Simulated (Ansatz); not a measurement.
Compare A (`O[CH2][SnH]([F])[Cl]`) with its isomer B (`[CH3][Sn]([OH])([F])[Cl]`).

Program: Ansatz. Geometries: PBE0-D4/def2-TZVP. ΔE: electronic, gas phase. CCSD(T)/CBS adds triple-zeta CCSD(T) − MP2 to the extrapolated MP2 energy (def2 sets, frozen cores). DFT in def2-TZVPP. B3LYP here is the variant with VWN-RPA as its local correlation; programs differ in this. def2 core potentials past Kr. For Sn outer-core shells are correlated without core-valence functions, which leaves a few kJ/mol of doubt a bond. One conformer a species, not always the lowest.

(1) Which is lower in electronic energy at CCSD(T)/CBS, and by how much? (Best estimate.)

(2) Give E(B) − E(A) in kcal/mol with B3LYP-D4, CCSD(T)/def2-TZVPP, B3LYP, B2PLYP, CCSD/def2-TZVPP, ωB97M-V, PBE0-D4. (An estimate is asked.)

Largest T1 diagnostic: 0.013.

## Answers

(1) The calculation gave: B, by 37.4 kcal/mol.

(2) Computed: B3LYP-D4 -34.6, CCSD(T)/def2-TZVPP -36.1, B3LYP -34.3, B2PLYP -36.3, CCSD/def2-TZVPP -35.5, ωB97M-V -34.9, PBE0-D4 -33.9. None reverses the order clearly.

In def2-TZVPP, CCSD(T) changes the Hartree–Fock value by −1.7 kcal/mol (the triples alone add −0.5 kcal/mol) and MP2 by −4.2 kcal/mol.
